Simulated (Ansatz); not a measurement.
`[BH2][GeH2][O][SiH2]F` → B• + F• + Ge• + 6 H• + O• + Si•  (atomization)

Program: Ansatz. Geometries: PBE0-D4/def2-TZVP. ΔE: electronic, gas phase. CCSD(T)/CBS adds triple-zeta CCSD(T) − MP2 to the extrapolated MP2 energy (def2 sets, frozen cores). This one scheme is used for every species, atoms too. DFT in def2-TZVPP. B3LYP here is the variant with VWN-RPA as its local correlation; programs differ in this. Open shells (•) are unrestricted, without spin–orbit coupling. Spin–orbit coupling would lower the free atoms: a little for B, F, O, Si; clearly for Ge. For Ge outer-core shells are correlated without core-valence functions, so the limit isn't a true one: a few kJ/mol of doubt a bond, and 10 to 20 or more in all where bonds break to atoms. Scalar relativity is left out up to krypton. Each species was taken in one conformer, which may not be the lowest.

`[BH2][GeH2][O][SiH2]F`:

```xyz
11

B     0.114   -2.463    0.787
Ge    0.011   -0.925   -0.564
O    -0.045    0.628    0.320
Si   -0.081    2.211    0.025
F    -0.017    2.975    1.422
H     0.136   -2.257    1.961
H     0.151   -3.588    0.386
H     1.239   -0.859   -1.499
H    -1.258   -0.980   -1.442
H    -1.349    2.611   -0.632
H     1.099    2.645   -0.763
```

```
             level  ΔE (kcal/mol)  difference from CCSD(T)/CBS
            PBE-D4          879.8                         -7.3
         r2SCAN-D4          885.2                         -1.9
           PBE0-D4          870.1                        -17.0
          B3LYP-D4          879.5                         -7.6
           ωB97X-V          888.7                          1.6
           ωB97M-V          882.3                         -4.8
            B2PLYP          874.0                        -13.1
               PBE          874.6                        -12.5
            r2SCAN          883.9                         -3.2
              PBE0          865.7                        -21.4
             B3LYP          871.1                        -16.0
     HF/def2-TZVPP          666.7                       -220.4
    MP2/def2-TZVPP          878.3                         -8.8
SCS-MP2/def2-TZVPP          877.2                         -9.9
   CCSD/def2-TZVPP          856.0                        -31.1
CCSD(T)/def2-TZVPP          865.9                        -21.2
     HF/def2-QZVPP          668.7                       -218.4
    MP2/def2-QZVPP          891.1                          4.0
SCS-MP2/def2-QZVPP          891.7                          4.6
      HF/CBS(def2)          669.0                       -218.1
     MP2/CBS(def2)          899.5                         12.4
    CCSD/CBS(def2)          877.2                         -9.9
       CCSD(T)/CBS          887.1                            0
```

Largest T1 diagnostic among the species: 0.014.

From PBE to PBE0 (25 % exact exchange), in def2-TZVPP and without D4, ΔE moves by −9.0 kcal/mol: exact exchange takes away binding that semilocal exchange gives to molecules. The D4 term adds +8.4 kcal/mol with B3LYP and +4.4 kcal/mol with PBE0; it sums over pairs of atoms, weighted by their polarisabilities, and B3LYP, whose exchange is more repulsive, gets the larger term.

For atomizations the MP2-based limit and the directly extrapolated one differ by several kJ/mol either way, and by 10 to 25 for some Ge, Se and Sn compounds, so smaller differences from it don't rank the levels.
